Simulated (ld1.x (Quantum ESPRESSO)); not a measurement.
Values are calculated unless marked as measured or tabulated.
## Potentials for arsenic (As) compared

Generated with ld1.x 7.5 (TM, RRKJ, ultrasoft, PAW), atompaw 4.2 or ONCVPSP 4.0.1. The cutoff is in Ry: for ld1.x and atompaw files where the sum of valence levels is converged to 10 mRy in a Bessel basis, for ONCV files where the hardest occupied wave has 1 mHa per electron of residual kinetic energy. The error is the largest all-electron minus pseudo excitation energy over each file’s own four to seven test configurations (ionisations up to +4, promotions, holes and added fractions of an electron), all of which were solved. The labels leave out finer settings (local radius, basis sizes, second energies), which also bear on the numbers. Spin-polarised tests are not counted. The rows are a selection from randomly drawn settings: files with unsolved tests, undetermined cutoffs or missed reference levels are left out.

A true bound ghost makes a file unfit for plane-wave use even where its test errors are small: the radial tests pick states by their node count and pass the ghost by.

| potential | cutoff (Ry) | largest error (meV) | bound ghosts |
| --- | --- | --- | --- |
| ultrasoft, PBEsol, scalar-relativistic, rc 1.60/1.90 (sp), local smoothed, core correction no, reference 4s1.75 4p3.25 | 12 | -30 | none |
| TM, PBE, scalar-relativistic, rc 1.20/1.40/1.50 (spd), local s, core correction no, reference 4s2 4p3 | 80 | +129 | p, d |
| TM, PBE, scalar-relativistic, rc 1.70/1.40 (sp), local s, core correction no, reference 4s2 4p3 | 50 | +95 | p |
| TM semilocal, LDA (PZ), scalar-relativistic, rc 1.60/1.85/1.15/1.50 (spdf), local s, core correction yes, reference 3d10 4s2 4p3 | 230 | -492 | none |

Q: Fill in the row for As: ultrasoft, LDA (PZ), fully relativistic, rc 1.50/1.60/1.75 (spd), local smoothed, core correction yes, reference 4s1 4p4.

A: cutoff 15 Ry, largest error -395 meV, bound ghosts: d5/2, d3/2.

Q: Fill in the row for As: RRKJ, LDA (PZ), scalar-relativistic, rc 1.60/1.75/0.85 (spd), local s, core correction yes, reference 3d10 4s2 4p2.

A: cutoff 260 Ry, largest error -1270 meV, bound ghosts: none.
